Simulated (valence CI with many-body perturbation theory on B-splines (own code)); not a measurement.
# E1 transitions of Ca XIV

Level of theory: relativistic CI+MBPT: five valence electrons over a frozen Dirac-Fock core [He], radial functions for each j: 11 s, 11 p, 10 d, 8 f, 5 g, 2 h, with the one-electron correlation potential Σ1, the two-electron term Σ2, the three-electron term Σ3, Breit, model QED; selected CI, second order for the rest, scaled by the run's own slope (own B-spline code, finite nucleus).

No measured spectrum was set against this ion. As an estimate, levels of excited configurations hold to 0.05 to 0.15 % of their energy, terms of the ground configuration to about 0.5 %. Among the levels kept, up to 5500 cm⁻¹ of a level comes from second order outside the variational space, and about a tenth of that is noise between levels of different J, which matters for small intervals.

Lines 201 to 250 of 552 in falling wavelength, among levels below 596.40 eV, chosen from the strongest by gf and those to the six lowest levels. Wavelengths and rates use the calculated energies, so an error of 400 cm⁻¹ moves a line at 261.9 Å by 0.1 % and its rate by three times that or more. Electric multipoles are in the length gauge, E1 and E2 with the static RPA response of the core. Weak lines are less certain than strong ones. Lines between different terms over intervals too small for the method are left out, as are lines whose strength nearly cancels. Where a level lies close to another of its J and parity, the split of strength between their lines is uncertain. The highest levels of a list are the least certain.

Names give the largest LS component (configuration and term), which can be under half, so a name can repeat, a term be missing and a line seem to break the LS rules; names also repeat where a configuration has a term twice. Letters in brackets count levels of one name in rising energy.

| λ vac (Å) | Upper | Lower | A (s⁻¹) | S (a.u.) with core polarisation | S without |
| --- | --- | --- | --- | --- | --- |
| 261.9 | 2s 2p3 3p 2F_7/2 [a] | 2s2 2p2 3p 2D°_5/2 [b] | 2.60e+09 | 1.84e-01 | 1.85e-01 |
| 259.3 | 2s 2p3 3p 2F_5/2 [a] | 2s2 2p2 3p 2D°_3/2 [b] | 2.26e+09 | 1.17e-01 | 1.17e-01 |
| 215.2 | 2s 2p3 3p 2F_7/2 [a] | 2s2 2p2 3p 2D°_5/2 [a] | 2.69e+09 | 1.06e-01 | 1.06e-01 |
| 215.1 | 2s 2p3 3d 4D°_7/2 [b] | 2s2 2p2 3d 4P_5/2 | 1.95e+09 | 7.64e-02 | 7.68e-02 |
| 214.7 | 2s 2p3 3d 4F°_9/2 [a] | 2s2 2p2 3d 4F_9/2 | 2.20e+09 | 1.07e-01 | 1.08e-01 |
| 212.4 | 2s 2p3 3p 4D_7/2 [a] | 2s2 2p2 3p 4P°_5/2 | 2.70e+09 | 1.02e-01 | 1.03e-01 |
| 210.9 | 2s 2p3 3d 4F°_7/2 [a] | 2s2 2p2 3d 4F_7/2 | 2.60e+09 | 9.63e-02 | 9.67e-02 |
| 210.8 | 2s 2p3 3d 4G°_11/2 | 2s2 2p2 3d 4F_9/2 | 1.86e+09 | 1.03e-01 | 1.04e-01 |
| 209.8 | 2s 2p3 3p 4D_5/2 [a] | 2s2 2p2 3p 4P°_3/2 | 2.77e+09 | 7.57e-02 | 7.60e-02 |
| 208.9 | 2s 2p3 3s 4D°_7/2 | 2s2 2p2 3s 4P_5/2 | 6.41e+09 | 2.31e-01 | 2.32e-01 |
| 208.5 | 2s 2p3 3d 4P°_5/2 [a] | 2s2 2p2 3d 4P_5/2 | 2.81e+09 | 7.53e-02 | 7.56e-02 |
| 207.3 | 2s 2p3 3d 4F°_5/2 [a] | 2s2 2p2 3d 4F_5/2 | 3.04e+09 | 8.01e-02 | 8.04e-02 |
| 207.2 | 2s 2p3 3p 4F_9/2 | 2s2 2p2 3p 4D°_7/2 | 3.51e+09 | 1.54e-01 | 1.55e-01 |
| 206.2 | 2s 2p3 3d 4D°_7/2 [b] | 2s2 2p2 3d 4D_7/2 | 2.22e+09 | 7.69e-02 | 7.72e-02 |
| 205.7 | 2s 2p3 3d 4G°_9/2 | 2s2 2p2 3d 4F_7/2 | 1.63e+09 | 6.98e-02 | 7.03e-02 |
| 205.2 | 2s 2p3 3d 4F°_3/2 [a] | 2s2 2p2 3d 4F_3/2 | 4.28e+09 | 7.30e-02 | 7.33e-02 |
| 204.6 | 2s 2p3 3p 2F_5/2 [a] | 2s2 2p2 3p 2D°_3/2 [a] | 3.21e+09 | 8.14e-02 | 8.17e-02 |
| 204.2 | 2p5 2P°_3/2 | 2s 2p4 2P_3/2 | 1.79e+10 | 3.01e-01 | 3.02e-01 |
| 203.1 | 2s 2p3 3s 4D°_5/2 | 2s2 2p2 3s 4P_3/2 | 6.47e+09 | 1.60e-01 | 1.61e-01 |
| 202.2 | 2p5 2P°_1/2 | 2s 2p4 2P_1/2 | 1.70e+10 | 1.39e-01 | 1.40e-01 |
| 201.6 | 2s 2p3 3p 4F_7/2 | 2s2 2p2 3p 4D°_5/2 | 2.45e+09 | 7.93e-02 | 7.97e-02 |
| 198.0 | 2s 2p3 3p 2D_5/2 [a] | 2s2 2p2 3p 2P°_3/2 [a] | 4.76e+09 | 1.09e-01 | 1.10e-01 |
| 197.0 | 2s 2p3 3s 4D°_3/2 | 2s2 2p2 3s 4P_1/2 | 4.49e+09 | 6.77e-02 | 6.80e-02 |
| 193.8 | 2s 2p4 4P_5/2 | 2s2 2p3 4S°_3/2 | 7.51e+09 | 1.62e-01 | 1.63e-01 |
| 193.2 | 2s 2p3 3p 4F_3/2 | 2s2 2p2 3p 2S°_1/2 | 4.65e+09 | 6.63e-02 | 6.66e-02 |
| 191.6 | 2p5 2P°_1/2 | 2s 2p4 2P_3/2 | 1.15e+10 | 8.01e-02 | 8.04e-02 |
| 188.9 | 2s 2p4 2D_5/2 | 2s2 2p3 2P°_3/2 | 3.41e+09 | 6.81e-02 | 6.85e-02 |
| 186.5 | 2s 2p4 4P_3/2 | 2s2 2p3 4S°_3/2 | 8.51e+09 | 1.09e-01 | 1.10e-01 |
| 185.7 | 2s 2p4 2D_3/2 | 2s2 2p3 2P°_1/2 | 2.02e+09 | 2.56e-02 | 2.57e-02 |
| 184.8 | 2s 2p3 3d 4P°_3/2 [b] | 2s2 2p2 3d 4P_5/2 | 6.06e+09 | 7.55e-02 | 7.58e-02 |
| 183.4 | 2s 2p4 4P_1/2 | 2s2 2p3 4S°_3/2 | 9.09e+09 | 5.53e-02 | 5.56e-02 |
| 179.1 | 2s 2p3 3d 4F°_9/2 [b] | 2s2 2p2 3d 4F_9/2 | 4.95e+09 | 1.40e-01 | 1.41e-01 |
| 178.4 | 2s 2p3 3p 4S_3/2 | 2s2 2p2 3p 4P°_5/2 | 5.45e+09 | 6.12e-02 | 6.14e-02 |
| 177.8 | 2s 2p3 3s 4P°_3/2 | 2s2 2p2 3s 4P_5/2 | 5.53e+09 | 6.14e-02 | 6.16e-02 |
| 177.5 | 2s 2p3 3d 4P°_5/2 [b] | 2s2 2p2 3d 4D_7/2 | 6.25e+09 | 1.03e-01 | 1.04e-01 |
| 176.7 | 2s 2p3 3s 4P°_5/2 | 2s2 2p2 3s 4P_5/2 | 1.12e+10 | 1.83e-01 | 1.84e-01 |
| 176.4 | 2s 2p3 3p 4D_7/2 [b] | 2s2 2p2 3p 4D°_7/2 | 8.05e+09 | 1.74e-01 | 1.75e-01 |
| 175.1 | 2s 2p3 3p 2D_5/2 [b] | 2s2 2p2 3p 2D°_5/2 [a] | 9.60e+09 | 1.53e-01 | 1.53e-01 |
| 174.1 | 2s 2p3 3d 2P°_1/2 [b] | 2s2 2p2 3d 2D_3/2 [a] | 1.18e+10 | 6.14e-02 | 6.16e-02 |
| 173.2 | 2s 2p3 3s 4P°_1/2 | 2s2 2p2 3s 4P_3/2 | 1.42e+10 | 7.29e-02 | 7.32e-02 |
| 173.2 | 2s 2p3 3d 2F°_7/2 [b] | 2s2 2p2 3d 2F_7/2 [a] | 6.82e+09 | 1.40e-01 | 1.40e-01 |
| 173.0 | 2s 2p3 3d 2D°_5/2 [b] | 2s2 2p2 3d 2F_7/2 [a] | 4.76e+09 | 7.29e-02 | 7.32e-02 |
| 172.6 | 2s 2p3 3p 4D_5/2 [b] | 2s2 2p2 3p 4D°_5/2 | 4.25e+09 | 6.48e-02 | 6.51e-02 |
| 171.7 | 2s 2p3 3s 2P°_3/2 [a] | 2s2 2p2 3s 2P_3/2 | 9.83e+09 | 9.83e-02 | 9.87e-02 |
| 171.7 | 2s 2p3 3d 2P°_3/2 [b] | 2s2 2p2 3d 2D_5/2 [a] | 1.10e+10 | 1.10e-01 | 1.10e-01 |
| 171.6 | 2s 2p3 3d 4D°_7/2 [c] | 2s2 2p2 3d 4F_9/2 | 5.49e+09 | 1.09e-01 | 1.10e-01 |
| 171.3 | 2s 2p3 3d 2D°_3/2 [b] | 2s2 2p2 3d 2F_5/2 [a] | 6.79e+09 | 6.74e-02 | 6.77e-02 |
| 169.8 | 2s 2p3 3p 2D_3/2 [b] | 2s2 2p2 3p 2D°_3/2 [a] | 8.48e+09 | 8.20e-02 | 8.24e-02 |
| 169.0 | 2s 2p3 3p 4P_5/2 [c] | 2s2 2p2 3p 4P°_5/2 | 4.52e+09 | 6.46e-02 | 6.49e-02 |
| 168.9 | 2s 2p3 3p 4P_5/2 [c] | 2s2 2p2 3p 4D°_7/2 | 5.55e+09 | 7.92e-02 | 7.95e-02 |
